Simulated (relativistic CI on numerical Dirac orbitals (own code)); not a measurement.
Slater and spin-orbit integrals, Ho XX

These numbers are calculated, not measured: Dirac-Coulomb-Breit CI, orbitals from a KLI potential per configuration, QED by a radiative potential, unscaled Slater integrals (own radial code, finite nucleus).

Slater integrals F^k, G^k are unscaled and averaged over j, outside the closed core [Ar] 3d10 4s2; ζ comes from projecting the Hamiltonian with its Breit term on Σ l·s of the shell.

- 4p6 4d10 4f2: F^2(4f,4f) = 184800, F^4(4f,4f) = 119540, F^6(4f,4f) = 87120, ζ(4f) = 3582 cm⁻¹; <r>(4f) = 0.557, <r^2>(4f) = 0.3594 (bohr units).
- 4p6 4d10 4f 5s: ζ(4f) = 3717.2, G^3(4f,5s) = 30192 cm⁻¹; <r>(4f) = 0.5503, <r^2>(4f) = 0.3508, <r>(5s) = 0.9666, <r^2>(5s) = 1.04 (bohr units).
- 4p6 4d10 4f 5p: ζ(4f) = 3739.7, F^2(4f,5p) = 80840, G^2(4f,5p) = 26571, G^4(4f,5p) = 24527, ζ(5p) = 71805 cm⁻¹; <r>(4f) = 0.5499, <r^2>(4f) = 0.3501, <r>(5p) = 1.025, <r^2>(5p) = 1.172 (bohr units).

Averages of the first 10 configurations, taken without configuration mixing, which lowers the lowest level and can move excited configurations by several eV; other configurations of the list can lie among them:

```csv
Configuration,Parity,States,Average energy above the lowest level (eV)
4p6 4d10 4f2,even,91,4.1
4p6 4d10 4f 5s,odd,28,46.0
4p6 4d10 5s2,even,1,95.7
4p6 4d10 4f 5p,even,84,87.3
4p6 4d10 5s 5p,odd,12,134.7
4p6 4d9 4f3,odd,3640,173.5
4p6 4d10 5p2,even,15,178.3
4p6 4d10 5s 5d,even,20,195.1
4p6 4d10 4f 5d,odd,140,145.6
4p6 4d10 5p 5d,odd,60,236.8
```
